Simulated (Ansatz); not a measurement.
`C1=[CH][InH][S]1`, charge 0, multiplicity 1.

Task: Give a relaxed structure at PBE0-D4/def2-TZVP (Ansatz). (Best estimate.)

Result: Ansatz gave: 
Cartesian coordinates in Å:
```
C 0.153 -1.083 -0.292
C 0.823 0.068 -0.440
In -0.592 1.274 0.570
S -1.401 -1.076 0.566
H 0.497 -2.047 -0.666
H 1.775 0.164 -0.947
H -1.256 2.700 1.209
```
Point group Cs.
